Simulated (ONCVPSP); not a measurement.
# Hf (Z = 72) ONCV: all-electron and pseudo phase curves

* Element: Hf
* Generator: ONCVPSP 4.0.1
* Type: optimised norm-conserving Vanderbilt (ONCV)
* Functional: LDA (Perdew-Wang 92)
* Relativity: scalar-relativistic
* Frozen core: [Xe] 4f14
* Valence charge: 4
* Reference configuration: 5d2 6s2
* Partial waves: 6s: rc 2.95 bohr, ncon 3, nbas 7, qcut 2.2 1/bohr, 2 projectors, debl 2.4 Ha; p scattering state at 0.23 Ha: rc 2.40 bohr, ncon 4, nbas 7, qcut 3 1/bohr, 2 projectors, debl 2.2 Ha; 5d: rc 1.90 bohr, ncon 4, nbas 7, qcut 5.4 1/bohr, 2 projectors, debl 2.8 Ha
* Local potential: polynomial inside 1.35 bohr (lpopt 5, dvloc0 0 Ha)
* Core correction: none

The phase is arctan(r·R′/R) of the radial function R(r), unwrapped; energies in Ha, scanned from -2 to 5 Ha. A pole is an energy at which the radial function vanishes at the test radius. The pseudo phase is shifted by a multiple of π to meet the all-electron one at the reference energy, and phase errors are pseudo minus all-electron; the curves can meet again beyond the range given. Levels narrower than the energy grid can be missing from the lists of poles. n/a: not evaluated, since a narrow level or a reset projector energy made the automatic matching unsafe.

Q: For each channel, where are the poles, and over which energies does the pseudopotential scatter like the atom?

A:

```tsv
channel	radius (bohr)	reference energy (Ha)	poles, all-electron	poles, pseudo	unbroken range about the reference energy with phases within 0.05 rad	phase error 1 Ha above the reference energy (rad)
s	3.00	-0.19	0.68, 4.22	0.66, 2.96	n/a	n/a
p	2.43	0.23	-1.19, 2.84	-0.66, 2.84	-0.3 to 4.4	+0.007
d	1.92	-0.11	1.32	1.32	the whole range	-0.000
```

Note: ghosts flagged at negative energy: s at -52.9 eV, p at -19.9 eV; GHOST(+) flagged for s at 83.2 eV, p at 274.1 eV. A true bound ghost makes a file unfit for plane-wave use.

Phases in the p channel:

```tsv
E (Ha)	all-electron	pseudo
-1.98	1.186	1.285
-1.80	1.092	1.263
-1.62	0.834	1.235
-1.44	-0.531	1.197
-1.26	-1.466	1.138
-1.08	-1.665	1.024
-0.90	-1.761	0.619
-0.72	-1.833	-1.332
-0.54	-1.902	-1.771
-0.36	-1.983	-1.930
-0.18	-2.089	-2.066
0.00	-2.245	-2.237
0.18	-2.496	-2.496
0.36	-2.907	-2.904
0.54	-3.438	-3.426
0.72	-3.872	-3.857
0.90	-4.139	-4.127
1.08	-4.301	-4.292
1.26	-4.405	-4.399
1.44	-4.477	-4.473
1.62	-4.531	-4.528
1.80	-4.572	-4.570
1.98	-4.605	-4.605
2.16	-4.633	-4.633
2.34	-4.657	-4.657
2.52	-4.679	-4.679
2.70	-4.698	-4.698
2.88	-4.717	-4.716
3.06	-4.735	-4.733
3.24	-4.752	-4.749
3.42	-4.771	-4.765
3.60	-4.790	-4.782
3.78	-4.811	-4.798
3.96	-4.835	-4.816
4.14	-4.863	-4.835
4.32	-4.898	-4.856
4.50	-4.944	-4.880
4.68	-5.008	-4.908
4.86	-5.105	-4.941
```
